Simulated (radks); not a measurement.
Results of a calculation; reference values are marked as such.
Trend from Lu3+ to Hg3+: ionisation energy by Delta-SCF between NIST ground configurations, and size. Level of theory: non-relativistic Kohn-Sham, BLYP, spin-unpolarised, spherical densities, point nucleus (a radial shooting solver on a logarithmic mesh with Libxc functionals).

species  configuration  IE (eV)  NIST (eV)       kind  -e(HOMO) (eV)  outermost  <r> outermost (bohr)
Lu3+         [Xe] 4f14   52.210      45.25  semi-emp.    41.258 (4f)         5p                  1.42
Hf3+     [Xe] 4f14 5d1   33.748      33.37  semi-emp.    27.910 (5d)         5d                  1.92
Ta3+     [Xe] 4f14 5d2   35.945         35     theory    29.926 (5d)         5d                  1.82
W3+      [Xe] 4f14 5d3   38.123       38.2  semi-emp.    31.913 (5d)         5d                  1.74
Re3+     [Xe] 4f14 5d4   40.276         39     theory    33.872 (5d)         5d                  1.66
Os3+     [Xe] 4f14 5d5   42.407         41     theory    35.806 (5d)         5d                  1.59
Ir3+     [Xe] 4f14 5d6   44.517         40     theory    37.719 (5d)         5d                  1.53
Pt3+     [Xe] 4f14 5d7   46.610         43     theory    39.615 (5d)         5d                  1.47
Au3+     [Xe] 4f14 5d8   48.689         45     theory    41.498 (5d)         5d                  1.42
Hg3+     [Xe] 4f14 5d9   50.756       48.6       exp.    43.370 (5d)         5d                  1.37

Reference values: NIST Atomic Spectra Database (exp. = measured, semi-emp. = semi-empirical, theory = theoretical value adopted there). Relativity is left out here, which matters for elements this heavy. Spin polarisation and multiplet splitting are left out, so open shells lie too high by an amount that depends on their filling.

Beside tabulated values, note that spin-unpolarised runs miss the spin-polarisation part of the exchange energy of open shells.
